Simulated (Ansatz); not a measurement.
```yaml
atoms:
  - { symbol: Li, position_ang: [-0.0394, -0.0304, -1.3982] }
  - { symbol: Li, position_ang: [-0.0238, 0.0192, 1.3540] }
```

Basis set: STO-3G (spherical functions). All electrons are correlated. Charge 0, multiplicity 1.

Computed with Ansatz (development build ahead of 0.2.0); each method stands on the lowest determinant of its kind that the runs found. Restricted open shells among the atoms or ions are ROHF, correlated in semicanonical orbitals with singles.

Give the atomization energy at this shape (free ground-state atoms in the same class of orbitals less the molecule, no zero-point energy) of singlet Li2 by RHF-MP2, RHF.

```tsv
method	atomization energy
RHF-MP2	0.65 eV
RHF	0.21 eV
```

This basis has no polarisation functions and is too small for such energies, which can lie far from measured ones in either direction.
